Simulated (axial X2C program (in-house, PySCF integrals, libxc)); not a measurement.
**LiSe⁻: cheaper levels and CCSD(T), 2c**

Computed with an in-house relativistic program for diatomic molecules. Two-component (2c) means X2C with spin–orbit coupling and atomic mean-field two-electron Coulomb and Gaunt terms. Basis: Se dyall-acv3z [9s10p7d5f1g], Li dyall-av3z [9s9p3d] (cores contracted in-house); Gaussian nuclei, density fitting, unrestricted open shells. Masses: Se 79.917 u, Li 7.016 u.

State: Ω = 0 (closed shell); fragments Se- + Li.

| level | Re (Å) | ωe (cm⁻¹) | De (eV) |
| --- | --- | --- | --- |
| PBE0 | 2.176 | 569.2 | 2.12 |
| HF | 2.181 | 589.4 | 0.896 |
| MP2 | 2.215 | 545.9 | 2.14 |
| CCSD | 2.200 | 560.9 | 1.96 |
| B3LYP | 2.182 | 559.2 | 2.12 |

Correlated methods: 8 electrons correlated (number of frozen shells: Se 3 s, 2 p, 1 d; Li 1 s), 236 virtual spin orbitals or spinors in MP2, 90 natural virtuals in coupled cluster.

CCSD(T), same Hamiltonian and basis:

Re = 2.214 Å, ωe = 543.4 cm⁻¹, De = 2.10 eV; T1 = 0.019 (Lee–Taylor normalisation).

Problem. Give the differences from CCSD(T) in the columns below.

Solution. 

```tsv
level	ΔRe (Å)	Δωe (cm⁻¹)	ΔDe (eV)
PBE0	-0.038	26	0.02
HF	-0.033	46	-1.20
MP2	0.001	2	0.04
CCSD	-0.014	18	-0.14
B3LYP	-0.032	16	0.02
```

One determinant describes the state; a PBE0 search over occupations chose it and may have missed a lower one. The closed shell is kept restricted, so the energy runs too high when the bond is stretched far. Dissociation energies refer to the lowest single-determinant-based atoms at the same level and basis. Coupled cluster ran in a truncated set of natural virtual spinors; the MP2 energy of the rest was added. (T) has no such correction and the atoms are truncated less, which lowers De at CCSD(T) by a hundredth of an eV or more. The functionals have no current-density term, which raises determinants with orbital currents, atoms included. The highest occupied level of some functionals is positive through self-interaction error; at Hartree–Fock it is bound. Hartree–Fock gets electron affinities wrong, so its lowest charge split need not be the true one.
